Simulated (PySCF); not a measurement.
C2H8O2Si, SMILES [SiH2]([C@H](C)O)O. Coordinates come from a PBE0-D3(BJ)/def2-SVP optimisation. The structure was generated by enumeration; whether it is a known compound was not checked. Other conformers were not sampled.

Q: Give the equilibrium geometry at PBE0-D3(BJ)/def2-SVP (PySCF confirms it by a frequency run) as bond lengths and angles. (The exact figures need the calculation; the answer reports its results.)

A: This is not unique; one that fits is 
Atoms: C1 C2 O3 Si4 O5 H6 H7 H8 H9 H10 H11 H12 H13. Bonds (Å): C1–C2 1.515, C1–H6 1.104, C1–H7 1.101, C1–H8 1.102, C2–O3 1.434, C2–Si4 1.903, C2–H9 1.104, O3–H10 0.965, Si4–O5 1.666, Si4–H11 1.491, Si4–H12 1.502, O5–H13 0.968. Bond angles (°): C2–C1–H6 111.4, C2–C1–H7 111.0, C2–C1–H8 110.8, H6–C1–H7 107.2, H6–C1–H8 108.0, H7–C1–H8 108.2, C1–C2–O3 112.4, C1–C2–Si4 117.1, C1–C2–H9 109.1, O3–C2–Si4 105.0, O3–C2–H9 104.7, Si4–C2–H9 107.7, C2–O3–H10 107.6, C2–Si4–O5 104.8, C2–Si4–H11 114.7, C2–Si4–H12 107.2, O5–Si4–H11 109.0, O5–Si4–H12 111.9, H11–Si4–H12 109.1, Si4–O5–H13 109.2.
